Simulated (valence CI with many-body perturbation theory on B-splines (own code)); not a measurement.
**Hyperfine factors and g values of Cl²⁺**

Method: valence CI with perturbative core correlation (CI+MBPT): five valence electrons over a frozen Dirac-Fock core [Ne], a basis of 9 s, 9 p, 8 d, 6 f, 3 g, 1 h functions for each j, with the one-electron correlation potential Σ1 (screened to all orders), the two-electron term Σ2, the three-electron term Σ3, Breit, model QED; selected single and double excitations, second order for the rest, scaled by the run's own slope (own B-spline code, finite nucleus).

Against 24 measured levels this calculation errs by 102 cm⁻¹ on average and by 236 at most. These come from a selection out of Moore, Atomic Energy Levels, vol. I, NSRDS-NBS 35 (1971 reprint of NBS Circular 467, 1949), an old analysis. Levels without a partner in it may be off by more. Among the levels kept, up to 1500 cm⁻¹ of a level comes from second order outside the variational space, and about a tenth of that is noise between levels of different J, which matters for small intervals.

A/g_I is the dipole constant over the nuclear g factor μ/I (μ in nuclear magnetons, uniformly magnetised nucleus), B/Q the quadrupole constant per barn. Both hold the static response of the core; the bare values leave it out. Large factors of s and p1/2 electrons are usually good to 5 to 10 %; those of open d and f shells near neutrality can be off by tens of per cent, and small factors of p3/2, d and f electrons come from cancelling terms and can be off by a factor of two or in sign, in half-filled shells by more. B is blank for J = 1/2, where it vanishes, and for nearly pure S terms. Energies count from the lowest level.

Names give the largest LS component (configuration and term), which can be under half, so a name can repeat, a term be missing and a line seem to break the LS rules; names also repeat where a configuration has a term twice. Letters in brackets count levels of one name in rising energy.

```csv
Level,E (cm⁻¹),g,A/g_I (MHz),A/g_I bare,B/Q (MHz/b),B/Q bare
3s²3p³ ⁴S°_3/2,0.0,2.002,115,121,,
3s²3p³ ²D°_3/2,18216,0.802,490,450,147,132
3s²3p³ ²D°_5/2,18280,1.200,851,777,-21.1,-18.4
3s²3p³ ²P°_1/2,30048,0.666,2300,2080,,
3s²3p³ ²P°_3/2,30140,1.332,491,455,-156,-141
3s3p⁴ ⁴P_5/2,98413,1.601,2180,2000,714,641
3s3p⁴ ⁴P_3/2,99015,1.735,2190,2000,-567,-508
3s3p⁴ ⁴P_1/2,99361,2.670,4830,4410,,
3s3p⁴ ²D_3/2,122126,0.800,-656,-581,-1090,-977
3s3p⁴ ²D_5/2,122182,1.200,2120,1920,-1560,-1400
3s²3p²3d ²P_3/2 [a],136958,1.333,-221,-176,168,151
3s²3p²3d ²P_1/2 [a],137675,0.667,296,276,,
3s²3p²3d ⁴F_3/2,146529,0.400,300,283,-337,-303
3s²3p²3d ⁴F_5/2,146763,1.030,212,210,-291,-262
3s²3p²3d ⁴F_7/2,147071,1.239,219,216,-450,-404
3s²3p²3d ⁴F_9/2,147494,1.334,276,266,-823,-739
3s3p⁴ ²S_1/2,149711,2.000,7700,6960,,
3s²3p²3d ⁴D_1/2,151866,-0.002,740,676,,
3s²3p²3d ⁴D_5/2,151887,1.176,363,345,104,93.3
3s²3p²3d ⁴D_3/2,151946,1.199,347,335,-58.1,-52.0
3s²3p²3d ⁴D_7/2,151967,1.359,131,138,608,544
3s²3p²3d ²F_5/2 [a],152375,1.052,442,413,30.2,26.9
3s²3p²3d ²F_7/2 [a],153101,1.212,264,255,138,124
3s²3p²3d ²G_7/2,169056,0.889,529,489,1650,1480
3s²3p²3d ²G_9/2,169089,1.111,395,371,1820,1630
3s²3p²4s ⁴P_1/2,173655,2.665,949,892,,
3s²3p²4s ⁴P_3/2,174027,1.733,466,442,634,568
3s²3p²4s ⁴P_5/2,174565,1.601,750,696,-746,-669
3s²3p²4s ²P_1/2,178321,0.672,450,411,,
3s²3p²4s ²P_3/2,179041,1.335,570,530,-813,-729
3s²3p²3d ⁴P_5/2,179632,1.600,439,417,-159,-142
3s²3p²3d ⁴P_3/2,179795,1.732,397,387,93.2,83.1
3s²3p²3d ⁴P_1/2,179907,2.668,1300,1210,,
3s²3p²3d ²D_3/2 [a],182426,0.800,216,208,476,426
3s²3p²3d ²D_5/2 [a],183401,1.201,160,160,672,602
3s²3p²3d ²P_3/2 [b],186152,1.329,-107,-72.8,-105,-94.4
3s²3p²3d ²P_1/2 [b],186536,0.667,1000,893,,
3s²3p²4s ²D_5/2,188470,1.201,1070,979,1640,1470
3s²3p²4s ²D_3/2,188515,0.807,654,598,1150,1030
3s²3p²3d ²D_5/2 [b],195291,1.191,776,715,424,380
```

**Question.** Take the isotope of mass number 35, with I = 3/2, μ = 0.8217 μN and Q = -0.0817 b. What is the hyperfine structure of 3s3p⁴ ⁴P_1/2?

**Answer.** From the table A = 2650 MHz. Shifts from the centre of gravity in MHz: F = 1: -3310, F = 2: 1990.
